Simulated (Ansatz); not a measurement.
`BO[SiH2]N` + BH₃ → `BO[SiH2]B` + NH₃  (formal exchange of groups at the Si–N bond)

Calculated with Ansatz (gas phase, PBE0-D4/def2-TZVP geometries, no zero-point term in ΔE). CCSD(T)/CBS adds triple-zeta CCSD(T) − MP2 to the extrapolated MP2 energy (def2 sets, frozen cores). This one scheme is used for every species. Functionals use def2-TZVPP. B3LYP here is the variant with VWN-RPA as its local correlation; programs differ in this. HSE06 is defined as in plane-wave codes. Each species was taken in one conformer, which may not be the lowest.

`BO[SiH2]N`:

Cartesian coordinates in Å:
```
B -0.778 1.015 -1.604
O -0.606 -0.087 -0.854
Si 0.614 -0.553 0.180
N 0.145 -0.657 1.809
H 0.053 1.887 -1.600
H -1.774 1.102 -2.268
H 1.699 0.453 0.072
H 1.011 -1.903 -0.273
H -0.418 -1.418 2.150
H 0.054 0.162 2.387
```

BH₃:

```xyz
4

B     0.000    0.000    0.000
H    -0.097   -0.419    1.113
H    -0.889    0.638   -0.477
H     0.986   -0.219   -0.637
```

`BO[SiH2]B`:

```xyz
10

B    -0.290    1.948    0.907
O    -0.422    0.611    0.845
Si    0.512   -0.575    0.143
B    -0.481   -1.646   -1.224
H     0.653    2.486    0.386
H    -1.132    2.574    1.489
H     1.713    0.055   -0.484
H     0.972   -1.470    1.241
H     0.087   -2.553   -1.760
H    -1.612   -1.431   -1.542
```

NH₃:

Cartesian coordinates in Å:
```
N 0.231 -0.151 -0.057
H 0.272 0.771 -0.474
H -0.606 -0.599 -0.408
H 0.103 -0.021 0.939
```

Task: Is it downhill or uphill in electronic energy at CCSD(T)/CBS, and by how much? (Best estimate.)

Result: Computed: Uphill: ΔE = +86.5 kJ/mol.

Task: What do these levels give: revPBE-D4, r2SCAN-D4, PBE0-D4, B3LYP-D4, HSE06-D4, ωB97X-V, B2PLYP, BLYP, B3LYP, r2SCAN0, LC-ωPBE, HF/def2-QZVPP? (An estimate is asked.)

Result: Ansatz gave: revPBE-D4 70.6, r2SCAN-D4 82.0, PBE0-D4 76.3, B3LYP-D4 85.7, HSE06-D4 76.2, ωB97X-V 85.5, B2PLYP 90.1, BLYP 79.3, B3LYP 84.8, r2SCAN0 85.9, LC-ωPBE 83.2, HF/def2-QZVPP 101.3 kJ/mol.

Largest T1 diagnostic among the species: 0.013.

In def2-TZVPP, CCSD(T) changes the Hartree–Fock value by −13.9 kJ/mol (the triples alone add −1.1 kJ/mol) and MP2 by −4.5 kJ/mol. Leaving LDA and LC-ωPBE aside and taking each functional with its dispersion term where it has one, the values, not all of them listed here, spread over 24.0 kJ/mol, from PBE-D4 to BHLYP-D4. LDA lies +5.0 kJ/mol from PBE without D4. At CCSD(T), def2-SVP lies −4.4 kJ/mol from the extrapolated value and def2-TZVPP +0.0 kJ/mol.
